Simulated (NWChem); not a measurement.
Molecule: TiCl4, triplet; SMILES of the neutral closed-shell parent [Cl][Ti]([Cl])([Cl])[Cl]

```xyz
5

Ti    -0.0003    -0.3312     0.0009
Cl    -0.0074     1.6438     1.3165
Cl     1.8883    -1.4344     0.0069
Cl    -1.8942    -1.4244    -0.0077
Cl     0.0137     1.6437    -1.3169
```
Atoms are numbered in this order, from 1.

All runs: NWChem. Spin-unrestricted. Medium grid unless said otherwise, to which SCAN and Minnesota functionals are sensitive. All runs use the structure optimised with PBE0/def2-SVP, spin-unrestricted. No frequency run checked for a minimum. This spin state was assumed; another may lie lower. No stability test was run on the SCF state. B3LYP is NWChem's, with the RPA form of VWN correlation. Total energies of different functionals are on different scales.

```json
[
 {"level": "B3LYP/def2-SVP", "energy (Ha)": "-2689.8269", "highest occupied level (eV)": "-6.87", "lowest empty minus highest occupied level, either spin (eV)": "0.83", "dipole (D)": "0.58", "<S²>": "2.01"},
 {"level": "r2SCAN0/def2-SVP", "energy (Ha)": "-2689.5828", "highest occupied level (eV)": "-7.96", "lowest empty minus highest occupied level, either spin (eV)": "2.02", "dipole (D)": "0.58", "<S²>": "2.01"},
 {"level": "MN15/def2-SVP", "energy (Ha)": "-2689.2041", "highest occupied level (eV)": "-8.29", "lowest empty minus highest occupied level, either spin (eV)": "2.77", "dipole (D)": "0.61", "<S²>": "2.01"},
 {"level": "LRC-wPBEh/def2-SVP", "energy (Ha)": "-2688.9611", "highest occupied level (eV)": "?", "lowest empty minus highest occupied level, either spin (eV)": "?", "dipole (D)": "0.60", "<S²>": "2.01"},
 {"level": "PBE0/def2-SVP", "energy (Ha)": "-2688.9505", "highest occupied level (eV)": "-7.43", "lowest empty minus highest occupied level, either spin (eV)": "1.47", "dipole (D)": "0.60", "<S²>": "2.01"}
]
```

Some entries are withheld; supply them.


- LRC-wPBEh/def2-SVP, highest occupied level (eV): -9.47
- LRC-wPBEh/def2-SVP, lowest empty minus highest occupied level, either spin (eV): 5.12
